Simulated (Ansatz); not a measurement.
CCl2FNOSi (`O=C=N[Si](F)(Cl)Cl`), 7 atoms. Charge 0, multiplicity 1. All runs use 4 threads of a server CPU on a shared host. Correlated methods freeze the cores.

**Question.** Give the basis size and wall time and peak host memory of each of these runs in Ansatz. RKS HSE06-D4/def2-TZVPP energy; RHF-MP2/def2-QZVPP energy; direct RPA on PBE orbitals/def2-TZVPP energy; RHF-CCSD(T)/def2-SVP energy; RKS ωB97M-V/def2-QZVPP energy; RKS PBE0-D4/def2-QZVPP energy; RKS PBE0-D4/def2-TZVP relaxation (14 steps); RKS PBE0-D4/def2-TZVP frequencies; RKS B3LYP-D4/def2-TZVPP energy and forces; RKS r2SCAN-D4/def2-TZVPP energy and forces; RKS PBE0-D4/def2-TZVPP energy; RKS PBE0-D4/def2-SVP energy. (An estimate is asked.)

**Answer.** Computed: Other jobs shared the machine, so times are rough.

```tsv
level	job	functions	wall time	peak host memory (GiB)
RKS PBE0-D4/def2-SVP	energy	110	1.4 s	0.26
RKS PBE0-D4/def2-TZVPP	energy	250	4.7 s	0.82
direct RPA on PBE orbitals/def2-TZVPP	energy	250	5.5 s	0.59
RKS HSE06-D4/def2-TZVPP	energy	250	5.5 s	0.86
RKS r2SCAN-D4/def2-TZVPP	energy and forces	250	6 s	0.43
RKS B3LYP-D4/def2-TZVPP	energy and forces	250	7 s	0.86
RHF-CCSD(T)/def2-SVP	energy	110	8 s	0.52
RKS PBE0-D4/def2-QZVPP	energy	438	12 s	1.9
RKS ωB97M-V/def2-QZVPP	energy	438	19 s	2.2
RHF-MP2/def2-QZVPP	energy	438	22 s	2.3
RKS PBE0-D4/def2-TZVP	relaxation (14 steps)	235	80 s	0.8
RKS PBE0-D4/def2-TZVP	frequencies	235	2.6 min	0.8
```

B3LYP here is the variant with VWN-RPA as its local correlation; programs differ in this. HSE06 is defined as in plane-wave codes.
